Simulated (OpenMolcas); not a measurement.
## Cr4+: moving or changing the point charges

Cr4+ among 4 point charges of -2 e arranged as a tetrahedron (Td), 1.91 Å from the ion.
```
   1.1027    1.1027    1.1027  -2.00
   1.1027   -1.1027   -1.1027  -2.00
  -1.1027    1.1027   -1.1027  -2.00
  -1.1027   -1.1027    1.1027  -2.00
```

```yaml
Program: OpenMolcas
Method: CASSCF
Basis: ANO-RCC-VTZP [6s5p3d2f1g]
Scalar_Hamiltonian: DKH2, point nucleus
Active_space: 2 electrons in 5 orbitals (3d)
State_averaging: 2S+1 = 3 even, 10 roots; 2S+1 = 1 even, 15 roots
Spin-orbit_coupling: RASSI with atomic mean-field integrals over the reference wave functions
```

Runs around this geometry, states (labels of Td). Energies in cm-1 above the lowest state or level, χT in cm3 K/mol; 10Dq and B are least-squares fits to the states below 45000 cm-1, weighted by degeneracy, with a free offset, and given where the rms deviation is under 5 % of |10Dq| (or 100 cm-1) and under 700 cm-1; 10Dq is negative for this site.

```json
{"R (Å)": "1.91", "q (e)": "-1.6", "Ground state": "3A2", "First state of that spin": "3T2 1243", "10Dq": "-1248", "B (rms of fit)": "1258 (32)", "First gap with spin-orbit (degeneracies)": "1176 (3, 2)", "χT at 300 K": "0.647", "First state of another spin": "1E 16709"}
{"R (Å)": "1.74", "q (e)": "-2", "Ground state": "3A2", "First state of that spin": "3T2 2290", "10Dq": "-2312", "B (rms of fit)": "1253 (33)", "First gap with spin-orbit (degeneracies)": "2227 (3, 1)", "χT at 300 K": "0.757", "First state of another spin": "1E 17176"}
{"R (Å)": "1.91", "q (e)": "-2", "Ground state": "3A2", "First state of that spin": "3T2 1508", "10Dq": "-1516", "B (rms of fit)": "1256 (32)", "First gap with spin-orbit (degeneracies)": "1459 (3, 2)", "χT at 300 K": "0.680", "First state of another spin": "1E 16846"}
{"R (Å)": "2.13", "q (e)": "-2", "Ground state": "3A2", "First state of that spin": "3T2 914.5", "10Dq": "-915", "B (rms of fit)": "1258 (32)", "First gap with spin-orbit (degeneracies)": "824.8 (3, 2)", "χT at 300 K": "0.611", "First state of another spin": "1E 16515"}
```

Taking |10Dq| as R^-n, n = -ln(915 / 2312) / ln(2.13 / 1.74) = 4.6 between the shortest and longest distance. The point-charge formula for a cubic d site gives n = 5.

Scaling the charges by -1.6 / -2 = 0.80 scales |10Dq| by 1248 / 1516 = 0.82; with fixed orbitals a first-order splitting would follow the charge.

Without dynamic correlation the repulsion within the d shell is too large (B by tens of per cent), so at a given field states of lower spin stand too high. The ground term spreads over less than 5000 cm-1, several times less than with real ligands, so orbital moments are less quenched and χT lies further from the spin-only value than at real sites. Point charges carry no covalency, so the field is a model and not that of real ligands. No measured value stands beside these numbers.
